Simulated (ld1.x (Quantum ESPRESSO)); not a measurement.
# platinum (Pt), TM: configuration errors across variants

```json
{"Element": "platinum", "Generator": "ld1.x (Quantum ESPRESSO) 7.5", "Type": "norm-conserving Troullier–Martins (Kleinman–Bylander form)", "Functional": "PBEsol", "Relativity": "scalar-relativistic", "Frozen core": "[Xe] 4f14", "Valence charge": "10", "Reference configuration": "5d9 6s1 6p0", "Partial waves": "6s (bound): rc 2.05 bohr; 5d (bound): rc 1.80 bohr; 6p (bound, empty): rc 3.85 bohr", "Local potential": "the p channel", "Core correction": "none"}
```

All-electron excitation energies from the reference (eV): (1) 5d9 6s0 6p0 9.225; (2) 5d8 6s0 6p0 29.222; (3) 5d7 6s0 6p0 61.470; (4) 5d9 6s0.5 6p0 3.712; (5) 5d6 6s0 6p0 107.153; (6) 5d10 6s0 6p0 -0.011; (7) 5d8 6s1 6p0 11.201.

4 further variants failed, have other tests or another functional or relativity, and are left out.

Errors AE − PS in meV (a dash: test not solved or not reliable):

```csv
change,(1),(2),(3),(4),(5),(6),(7),bound ghosts
base,-9.9,-138,-570,-2.6,-1321,-71,-63,none
wave 6p (bound): rc 3.85 bohr becomes 6p (bound): rc 3.04 bohr,-10,-124,-520,-3.0,-1225,-68,-73,none
wave 5d (bound): rc 1.80 bohr becomes 5d (bound): rc 1.44 bohr,-9.8,-138,-568,-2.6,-1314,-71,-62,none
wave 6s (bound): rc 2.05 bohr becomes 6s (bound): rc 2.92 bohr,-8.0,-161,-628,-1.9,-1421,-55,-53,none
local potential all-electron potential smoothed inside 3.05 bohr (lloc = -1),-8.4,-54,-266,-2.8,-696,-46,-42,none
core correction a·sin(br)/r model core inside 0.94 bohr,-19,-169,-700,-4.3,-1698,-83,-74,none
```

Problem. Give the same row for: all radii scaled by about 1.13 (s 2.32, p 4.36, d 2.04 bohr).

Solution. -12, -150, -600, -2.6, -1361, -76, -49; bound ghosts: none.
